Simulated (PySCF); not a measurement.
**Chromium: a sound run and one with changed settings**

Sound run: Cr [Ar] 3d5 4s1, Cr⁺ [Ar] 3d5. Calculation: PySCF 2.14, in 6-31G* (5s4p2d1f, 34 functions); no relativity, point nucleus. In the sound run the correlated levels freeze [Ar]. The sound run starts from symmetry-adapted Hartree-Fock orbitals and uses a fine grid where one is needed.

A second run was set up differently.

```csv
species,method,sound run (hartree),changed run (hartree),converged
Cr,UHF,-1043.18943,-1032.07613,yes
Cr,TPSS,-1044.27852,-1032.96383,yes
Cr,MN15,-1044.28358,-1031.32657,yes
Cr,MP2,-1043.24531,-1032.07666,yes
Cr⁺,UHF,-1042.98882,-1032.00295,yes
Cr⁺,TPSS,-1044.05290,-1032.86121,yes
Cr⁺,MN15,-1044.06827,-1031.24272,yes
Cr⁺,MP2,-1043.03789,-1032.00330,yes
```

Ionisation energy of Cr:

```
 method  sound run (eV)  changed run (eV)
    UHF           5.459             1.991
   TPSS           6.139             2.792
   MN15           5.859             2.282
    MP2           5.644             1.996
SCS-MP2           5.521             1.993
```

**Question.** What was changed?
A. minimal basis
B. all electrons correlated in a valence basis
C. too few SCF iterations
D. level shift left on

**Answer.** A. It used basis STO-3G. A minimal basis cannot let orbitals breathe on ionisation and holds almost no correlation.
